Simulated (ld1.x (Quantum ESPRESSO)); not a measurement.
arsenic: variants of one TM potential

Base potential:

| Quantity | Value |
| --- | --- |
| Element | As |
| Generator | ld1.x (Quantum ESPRESSO) 7.5 |
| Type | norm-conserving Troullier–Martins (Kleinman–Bylander form) |
| Functional | LDA (PZ) |
| Relativity | scalar-relativistic |
| Frozen core | [Ar] 3d10 |
| Valence charge | 5 |
| Reference configuration | 4s2 4p2 (charge +1) |
| Partial waves | 4s (bound): rc 1.65 bohr; 4p (bound): rc 2.10 bohr |
| Local potential | all-electron potential smoothed inside 1.35 bohr (lloc = -1) |
| Core correction | none |

All-electron outer shells of the reference configuration (LDA (PZ), scalar-relativistic, ld1.x):

```csv
shell,level (eV),outermost node (bohr),outermost maximum (bohr)
4s,-23.61,0.73,1.59
4p,-13.54,0.78,1.90
```

Cutoffs, loose and tight: the cutoffs (Ry, on a coarse ladder) from which the occupation-weighted sum of valence levels, in a spherical-Bessel basis at the reference potential, stays within 10 and 1 mRy of its value at 400 Ry. They do not see the model core or the augmentation charge, which bear on the density cutoff. Test errors are all-electron minus pseudo excitation energies from the reference, over the configurations 4s2 4p3; 4s2 4p1; 4s2 4p0; 4s2 4p2.5; 4s0 4p5; 4s1 4p0; 4s1 4p3 (two spin-polarised tests are not counted in the largest error). A dash means not determined; rows that change the core or the reference have their own tests.

A true bound ghost makes a file unfit for plane-wave use even where its test errors are small: the radial tests pick states by their node count and pass the ghost by.

| change | outcome | cutoff, loose | cutoff, tight | bound ghosts | largest test error (meV) |
| --- | --- | --- | --- | --- | --- |
| base | generated | 21 Ry | 50 Ry | d | +557 |
| all radii scaled by about 0.77 (s 1.26, p 1.62 bohr); local potential all-electron potential smoothed inside 1.04 bohr (lloc = -1) | generated | 50 Ry | 140 Ry | s, d | +390 |
| all radii scaled by about 1.10 (s 1.82, p 2.32 bohr); local potential all-electron potential smoothed inside 1.48 bohr (lloc = -1) | generated | 21 Ry | 45 Ry | d | +431 |
| all radii scaled by about 1.26 (s 2.08, p 2.64 bohr); local potential all-electron potential smoothed inside 1.70 bohr (lloc = -1) | generated | 18 Ry | 35 Ry | d | +355 |
| all radii scaled by about 1.39 (s 2.30, p 2.92 bohr); local potential all-electron potential smoothed inside 1.88 bohr (lloc = -1) | generated | 12 Ry | 30 Ry | d | +287 |

**Question.** What comes out with this change to the base: all radii scaled by about 0.87 (s 1.44, p 1.84 bohr); local potential all-electron potential smoothed inside 1.18 bohr (lloc = -1)?

**Answer.** outcome: generated; cutoff, loose: 40 Ry; cutoff, tight: 70 Ry; bound ghosts: s, d; largest test error (meV): +382.

Reading the sweep of the scale of all radii (base = 1) (base included, trends over the rows without a ghost): Bound ghosts are found at 0.77, 0.87, 1, 1.1, 1.26, 1.39. Every judged row has one, so this setting neither creates nor removes them.
